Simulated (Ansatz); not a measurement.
Stepwise reaction of `F[SiH2][Si](F)(Cl)Cl` with water, as a gas-phase model of exchange steps in deposition or etching. ΔE in kJ/mol.

Calculated with Ansatz (gas phase, PBE0-D4/def2-TZVP geometries, no zero-point term in ΔE). CCSD(T)/CBS is the MP2 limit (def2-TZVPP, def2-QZVPP) plus CCSD(T) − MP2 in def2-TZVPP, frozen cores. This one scheme is used for every species. DFT in def2-TZVPP. B3LYP here is the variant with VWN-RPA as its local correlation; programs differ in this. One conformer a species, not always the lowest.

| step | reaction | PBE-D4 | B3LYP-D4 | ωB97M-V | CCSD(T)/CBS |
| --- | --- | --- | --- | --- | --- |
| 1 | `F[SiH2][Si](F)(Cl)Cl` + H₂O → `O[SiH2][Si](F)(Cl)Cl` + H–F | 36.8 | 38.9 | 38.3 | 37.6 |
| 2 | `O[SiH2][Si](F)(Cl)Cl` + H₂O → `O[SiH2][Si](O)(Cl)Cl` + H–F | 28.8 | 31.4 | 31.5 | 31.0 |

(1) By hand: ΔE of the 2 steps together at CCSD(T)/CBS.

Answers

(1) (37.6) + (31.0) = 68.6 kJ/mol, or 34.3 kJ/mol a step.

In ΔE each step is lower than the one before. All are uphill at CCSD(T)/CBS. PBE-D4 differs from CCSD(T)/CBS by -2.2 to -0.8 kJ/mol a step. Only this route is followed, and other bonds may react first. Isolated molecules leave out the surface, adducts and barriers. Largest T1 diagnostic: 0.011.
